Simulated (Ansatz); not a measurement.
The same ligand exchange along the group B, Al, Ga.

Program: Ansatz. Geometries: PBE0-D4/def2-TZVP. ΔE: electronic, gas phase. CBS: MP2 limit from def2 TZ/QZ plus the TZ coupled-cluster correction, frozen cores. This one scheme is used for every species. DFT in def2-TZVPP. For Ga outer-core shells are correlated without core-valence functions, which leaves a few kJ/mol of doubt a bond. Scalar relativity is left out up to krypton. One conformer a species, not always the lowest.

| reaction | HF/CBS(def2) (kJ/mol) | PBE-D4 (kJ/mol) | LDA (SPW92) (kJ/mol) | ωB97M-V (kJ/mol) |
| --- | --- | --- | --- | --- |
| `NB(O)O` + H–F → `OB(O)F` + NH₃ | -66 | -51 | -47 | -55 |
| `[NH2][Al]([OH])[OH]` + H–F → `[OH][Al]([OH])[F]` + NH₃ | -105 | -93 | -88 | -96 |
| `[NH2][Ga]([OH])[OH]` + H–F → `[OH][Ga]([OH])[F]` + NH₃ | -61 | -49 | -39 | -49 |

Q: Give the CCSD(T)/CBS values in the same order. (Best estimate.)

A: Ansatz gave: -50, -93, -38 kJ/mol.

Largest T1 diagnostic: 0.014, for `[OH][Ga]([OH])[F]`.
